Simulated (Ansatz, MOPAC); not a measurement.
System: BH$_{2}$, net charge 0, doublet state. SMILES: [BH2]
Coordinates optimised at B3LYP-D3(BJ)/def2-TZVP (Ansatz, a first-principles code):
```xyz
3

B      0.1441    -0.0062    -0.0077
H     -0.4073    -1.0572    -0.0004
H     -0.3134     1.0880     0.0389
```
Charge 0, spin multiplicity 2.

PM7 beside other levels, property by property. Terms: each state is the SCF solution reached for its charge and spin; non-relativistic; spin-orbit terms left out; PM7 with its own dispersion and hydrogen-bond terms; six Cartesian d functions in 6-31G* and its kin unless marked 5d; open shells spin-unrestricted; valence correlation only; dispersion terms only where a functional's name holds one. Basis-set limits of correlation are two-point, X^-3; Hartree-Fock from the larger set (for Q and 5 zeta extrapolated as (X+1)exp(-9√X)). Ab initio and DFT rows: single points at B3LYP-D3(BJ) geometries (Ansatz), with unscaled harmonic terms from B3LYP/6-31G* at its own minima, enthalpies of formation by atomisation with measured atoms. Semi-empirical rows: MOPAC heats of formation at their own minima for 298 K; differences of heats of formation at the shared geometry for vertical values. Sets without +, aug- or the D of def2-TZVPD hold no diffuse functions, which anions need.

Coupled cluster (Ansatz) is a level with limits of its own, used here on species with T1 under 0.025 (0.045 for open shells) and stable references: (a) CCSD(T)/CBS(aug-cc-pVTZ,aug-cc-pVQZ); (b) CCSD(T)/CBS(cc-pVQZ,cc-pV5Z).

```csv
property,PM7 (MOPAC),HF/6-31G* (Ansatz),PBE0/def2-TZVPD (Ansatz),wB97X-V/def2-TZVPD (Ansatz),to compare with
vertical electron affinity to the triplet (eV),0.79,-1.32,0.20,-0.05,0.23 coupled cluster (a)
enthalpy of formation at 298 K (kcal/mol),75.4,103.7,76.7,77.5,79.5 coupled cluster (b)
vertical ionisation energy to the singlet (eV),7.07,8.53,9.21,9.00,9.00 coupled cluster (a)
```

As the rows show:
- vertical electron affinity to the triplet: PM7 lies 0.56 eV above coupled cluster.
- enthalpy of formation at 298 K: PM7 lies 4.1 kcal/mol below coupled cluster.
- vertical ionisation energy to the singlet: PM7 lies 1.93 eV below coupled cluster.

The properties are those with a value to compare with, at most eight drawn at random. No case is left out for the size of its miss. Left out are saddle points of the reference geometry, anions that the best level run finds unbound, excited spin states, species near biochemistry, cases with under five habitual levels, runs that failed or whose electronic state is in doubt, and table entries that another table contradicts.
